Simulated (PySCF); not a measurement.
Isomers of C2H7B2N. Method used: PySCF, PBE0-D3(BJ)/def2-SVP geometry optimisation, gas phase. Energies are electronic, without zero-point or thermal terms, for one conformer each. No frequencies were run at this level. Point groups hold within 0.08 Å.

Question: Order them by energy at this level, lowest first, and give relative energies in kcal/mol.
A. `BN(B)C=C`
B. `[BH2:1][NH:2][BH:3][CH:4]=[CH2:5]` with B1–N2–B3–C4 180°, N2–B3–C4–C5 180°

Answer: B (0.0), A (18.8).

As drawn, the lower has an N–H bond, which the higher lacks.

```tsv
SMILES	E (Eh)	E rel (kcal/mol)	dipole (D)	point group	A, B, C (MHz)
BNBC=C	-184.54711	0.0	1.93	Cs	29363, 2171, 2021
BN(B)C=C	-184.51708	18.8	0.98	C1	9712, 4242, 2986
```

How do the relative energies change in single points at WP04/pcSseg-2 (no added dispersion term) on the same geometries?

```
  SMILES  PBE0-D3(BJ)/def2-SVP (kcal/mol)  WP04/pcSseg-2 (kcal/mol)  shift
  BNBC=C                              0.0                       0.0    0.0
BN(B)C=C                             18.8                      21.6   +2.8
```

Each column counts from its own lowest isomer. The order is unchanged; the largest shift is 2.8 kcal/mol.
